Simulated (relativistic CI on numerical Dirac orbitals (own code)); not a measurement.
Computed by Dirac-Coulomb-Breit CI, separate exchange-only KLI orbitals for each configuration, model QED, unscaled Slater integrals (own radial code, finite nucleus).

The strongest absorption lines from the ground level of an ion, among the configurations computed and to levels below about 94300 eV (vacuum wavelength in Å, gf): 0.1315 (0.0084), 0.1330 (0.015), 0.1360 (0.031), 0.1364 (0.014), 0.1428 (0.083), 0.1440 (0.039), 0.1663 (0.39), 0.1720 (0.24).

Task: Which ion is it?
A. Tl⁷⁷⁺
B. Tl⁷⁹⁺
C. Ra⁸⁶⁺
D. W⁷²⁺

Result: B. Tl⁷⁹⁺ has 2 electrons and the ground level 1s² ¹S0; the strongest line goes to 1s2p ¹P°1. The pattern of lines fixes the number of electrons, and along that sequence the line energies rise steadily with the charge (about as its square where n changes within one kind of shell, about linearly where n is kept but much faster in heavy ions where fine structure, which grows about as Z⁴, sets the gap, and irregularly where shells cross), which fixes Z. Configurations outside the model, such as inner-shell arrays, can give stronger lines. At this charge energies of transitions that change n are usually good to better than 1 %, and those within a shell (Δn = 0) to a few per cent.

LS names give the leading component of a level, which can be under half, so a name can repeat, a term be missing and a line seem to break the LS rules.
